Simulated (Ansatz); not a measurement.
Conformers and stereoisomers of F₂H₆N₂SSi₂ (`N[SiH](F)S[SiH](N)F`), each relaxed with PBE0-D4/def2-TZVP in Ansatz. CBS adds the triple-zeta coupled-cluster correction to the MP2 limit.

Not all of them had a frequency check.

Conformer A:

Cartesian coordinates in Å:
```
N 0.089 1.309 -2.110
Si 1.196 1.220 -0.831
F 1.901 2.645 -0.715
S 0.415 0.951 1.153
Si -0.108 -1.094 1.008
N -1.476 -1.340 1.961
F -0.317 -1.409 -0.559
H -0.589 2.054 -2.143
H -0.304 0.444 -2.449
H 2.188 0.168 -1.125
H 0.942 -2.039 1.436
H -1.713 -2.238 2.346
H -2.224 -0.671 2.029
```

Conformer B:

Cartesian coordinates in Å:
```
N 1.194 1.397 -0.634
Si 1.459 0.432 0.735
F 2.016 -0.965 0.190
S -0.333 0.243 1.848
Si -1.664 -0.306 0.271
N -1.014 -1.554 -0.652
F -2.990 -0.702 1.071
H 1.848 1.422 -1.399
H 0.619 2.221 -0.589
H 2.476 0.887 1.708
H -2.056 0.806 -0.618
H -0.359 -2.229 -0.297
H -1.196 -1.653 -1.635
```

Conformer C:

Cartesian coordinates in Å:
```
N -2.008 -1.354 -1.896
Si -0.534 -1.097 -1.112
F 0.600 -0.433 -2.029
S -0.941 0.279 0.458
Si 1.033 0.956 0.865
N 0.977 1.648 2.405
F 1.996 -0.319 0.744
H -2.184 -2.187 -2.431
H -2.642 -0.606 -2.121
H 0.005 -2.398 -0.678
H 1.559 1.954 -0.084
H 0.490 1.222 3.176
H 1.651 2.333 2.702
```

Task: Which is lowest in electronic energy at CCSD(T)/CBS (frozen core, def2 sets), and by how much? (Best estimate.)

Result: The calculation gave: C; A lies 4.1 kJ/mol higher, B lies 3.5 kJ/mol higher.

Task: Give the energies relative to C (kJ/mol) with r2SCAN-D4/def2-TZVPP, B3LYP-D4/def2-TZVPP, PBE/def2-TZVPP, PBE0/def2-TZVPP, HF/def2-TZVPP, MP2/def2-TZVPP, SCS-MP2/def2-QZVPP. (Best estimate.)

Result: Computed: 
| level | A | B |
| --- | --- | --- |
| r2SCAN-D4/def2-TZVPP | 3.1 | 2.6 |
| B3LYP-D4/def2-TZVPP | 4.0 | 1.9 |
| PBE/def2-TZVPP | 3.6 | 4.9 |
| PBE0/def2-TZVPP | 3.9 | 4.2 |
| HF/def2-TZVPP | 5.5 | 5.9 |
| MP2/def2-TZVPP | 4.4 | 3.4 |
| SCS-MP2/def2-QZVPP | 4.5 | 4.2 |

B3LYP here is the variant with VWN-RPA as its local correlation; programs differ in this.
